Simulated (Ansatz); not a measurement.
# A family of molecules: the HOMO–LUMO gap

Gas-phase molecules, one atom swapped for its congeners: SiH(CH3)3 (trimethylsilane); SiH(CH3)2(SiH3); SiH(CH3)2(GeH3). All are singlets with charge 0.

Shapes, held fixed at every level: PBE0-D4/def2-TZVP. Programs: Ansatz 0.2.0. Values in eV.

```csv
level,SiH(CH3)3,SiH(CH3)2(SiH3),SiH(CH3)2(GeH3)
PBE-D4/def2-TZVPP,7.56,6.21,6.34
r2SCAN-D4/def2-TZVPP,8.67,6.80,6.97
B3LYP-D4/def2-TZVPP,9.10,7.74,7.80
PBE0-D4/def2-TZVPP,9.64,8.13,8.22
wB97X-V/def2-TZVPP,13.85,12.34,12.37
wB97M-V/def2-TZVPP,13.27,11.76,11.82
```

At wB97M-V/def2-TZVPP the HOMO–LUMO gap isn't monotonic: it is largest for C and smallest for Si (13.27 and 11.76 eV). Every level shows the same order. Relativity is left out for Ge. Orbital gaps aren't excitation energies, and the LUMO depends on the basis.
